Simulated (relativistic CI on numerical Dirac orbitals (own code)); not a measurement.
**Ag2+ (4d9) in a crystal field**

Calculated by Dirac-Coulomb-Breit CI, separate exchange-only KLI orbitals for each configuration, model QED (radiative potential, 1s self-energy scaled to tabulated hydrogen-like ionisation energies), valence Slater integrals scaled by 0.85, one configuration in a parametric crystal field (own radial code).

Field parameters in Wybourne normalisation: D3d B²₀ = −7Dσ, B⁴₀ = −14Dq − 21Dτ, B⁴₃ = −14√(10/7) Dq; D4h B²₀ = −7Ds, B⁴₀ = 21(Dq − Dt), B⁴₄ = 21√(5/14) Dq. The field is a parameter set, without covalency.

S and J are read from ⟨S²⟩ = S(S + 1) and ⟨J²⟩ = J(J + 1) of each level; they are not fictitious spins.

D4h, 10Dq = 35450, Ds = 2660, Dt = -470 cm⁻¹, the lowest 5 levels:

```tsv
E (cm⁻¹)	Degeneracy	Irrep	S	J
0.0	2	Γ7	0.50	2.20
8287	2	Γ6	0.50	2.20
35478	2	Γ7	0.50	2.19
45227	2	Γ7	0.50	2.24
46898	2	Γ6	0.50	1.89
```

Principal g values of the ground doublet: 2.07, 2.07, 2.39.

D4h, 10Dq = 8950, Ds = 860, Dt = 700 cm⁻¹, the lowest 5 levels:

| E (cm⁻¹) | Degeneracy | Irrep | S | J |
| --- | --- | --- | --- | --- |
| 0.0 | 2 | Γ7 | 0.50 | 2.32 |
| 6022 | 2 | Γ6 | 0.50 | 2.49 |
| 6993 | 2 | Γ7 | 0.50 | 2.49 |
| 10504 | 2 | Γ7 | 0.50 | 1.76 |
| 10758 | 2 | Γ6 | 0.50 | 1.52 |

Principal g values of the ground doublet: 2.29, 2.29, 3.19.

D3d, 10Dq = 18550, Dσ = 500, Dτ = -220 cm⁻¹, the lowest 5 levels:

```
E (cm⁻¹)  Degeneracy  Irrep     S     J
     0.0           2     Γ4  0.50  2.28
     325           2  Γ5+Γ6  0.50  2.21
   16481           2     Γ4  0.50  2.50
   19218           2  Γ5+Γ6  0.50  1.87
   19511           2     Γ4  0.50  1.80
```

Principal g values of the ground doublet: 0.32, 0.32, 2.76.

The free-ion ground term has S = 1/2. Every field shown keeps that spin.

Levels of this model without a field, named by their leading LS term: 2D_5/2 0, 2D_3/2 4396 cm⁻¹.
